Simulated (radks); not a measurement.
Tb III, configuration [Xe] 4f9. Method: Dirac Kohn-Sham, Slater X-alpha with alpha = 0.632, spin-unpolarised, spherical densities, finite nucleus; open shells are shared between the two j in proportion to 2j + 1; Fermi nuclear charge, rms radius 5.06 fm; computed with a radial shooting solver on a logarithmic mesh with Libxc functionals. Some entries of the table are withheld. Estimate them.

orbital     occ.  eigenvalue (hartree)  r(max) (bohr)  <r^2> (bohr^2)
1s1/2          2             -1900.875        0.01366       0.0006329
2s1/2          2             -315.1722        0.07776        0.009850
2p1/2          2             -299.6172        0.05862        0.007137
2p3/2          4             -272.2551        0.06455        0.008367
3s1/2          2             -70.17250         0.2204         0.06563
3p1/2          2             -63.39634         0.2075         0.06100
3p3/2          4             -57.75500         0.2201         0.06803
3d3/2          4                   (1)         0.1744         0.05411
3d5/2          6                   (2)         0.1779         0.05607
4s1/2          2             -14.21199         0.5056          0.3323
4p1/2          2             -11.56085            (3)          0.3490
4p3/2          4             -10.29843            (4)          0.3884
4d3/2          4              -5.92611         0.5426          0.4454
4d5/2          6              -5.69851         0.5514          0.4611
5s1/2          2              -2.18303          1.183           1.990
5p1/2          2              -1.46945          1.294           2.562
5p3/2          4              -1.30711          1.378           2.929
4f5/2    3.85714              -0.55749         0.5536           1.102
4f7/2    5.14286              -0.52894         0.5590           1.157

Answer. 
(1) 3d3/2 eigenvalue (hartree): -46.03356
(2) 3d5/2 eigenvalue (hartree): -44.80258
(3) 4p1/2 r(max) (bohr): 0.5092
(4) 4p3/2 r(max) (bohr): 0.5361
